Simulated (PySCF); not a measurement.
# Two-component Hartree-Fock for Kr³⁴⁺ (krypton, charge +34)

Start: 1s2. Calculated with PySCF 2.14 in an even-tempered Gaussian basis (15 s from 56 bohr⁻², ratio 2.4; 10 p from 73 bohr⁻², ratio 2.4; 3 d from 230 bohr⁻², ratio 2.6; 3 f from 340 bohr⁻², ratio 2.6): generalised Hartree-Fock with the X2C-1e Hamiltonian and a Gaussian nucleus; one run each with spin-orbit coupling (SO) switched off, then screened by Boettger's factors.

| spinor shell | electrons | ε, spin-free (eV) | ε, screened SO (eV) | weight of nominal j (screened SO) | rms radius, screened SO (bohr) |
| --- | --- | --- | --- | --- | --- |
| 1s1/2 | 2 | -17316.0 | -17316.0 | 1.000 | 0.0473 |

```json
{"quantity": "E (hartree)", "spin-free": "-1295.86066", "screened SO": "-1295.86066"}
{"quantity": "M_J", "spin-free": "0", "screened SO": "0"}
{"quantity": "⟨J²⟩", "spin-free": "0.000", "screened SO": "0.000"}
{"quantity": "⟨L²⟩", "spin-free": "0.000", "screened SO": "0.000"}
{"quantity": "⟨S²⟩", "spin-free": "0.000", "screened SO": "0.000"}
```

Without spin-orbit coupling the j labels of p, d and f shells carry no meaning; the spin-free column gives the mean over the occupied spinors of each nl shell.
